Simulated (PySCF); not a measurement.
WCl4H2, SMILES [Cl][WH2]([Cl])([Cl])[Cl], multiplicity 1.

Coordinates come from a B3LYP-D3(BJ)/def2-SVP optimisation. The spin state was assumed, not searched. The structure was generated by enumeration; whether it is a known compound was not checked. The def2 effective core potentials stand for the cores of W; spin–orbit coupling is left out.

Two levels are set side by side: PBE/def2-TZVP (PySCF) and B3LYP/def2-TZVP (PySCF). Same geometry, gas phase. Differences are taken from unrounded values.

| quantity | PBE |
|---|---|
| orbital gap (eV) | 1.78 |
| highest occupied level (eV) | -7.05 |
| lowest empty level (eV) | -5.27 |
| mean polarisability (bohr³) | 107.3 |

These are the PBE values. What does B3LYP give? (The exact figures need the calculation; the answer reports its results.)


```csv
quantity,B3LYP,PBE minus B3LYP
orbital gap (eV),3.39,-1.61
highest occupied level (eV),-8.18,1.12
lowest empty level (eV),-4.79,-0.48
mean polarisability (bohr³),104.7,2.6
```

PBE's occupied levels lie high since its potential decays too fast outside the molecule; exact exchange lowers them and widens the gap. Differences between two approximate levels are no errors against the true value.

Rough cost on one machine, each run with all the roots and properties that it gave: B3LYP against PBE within a factor of 2.
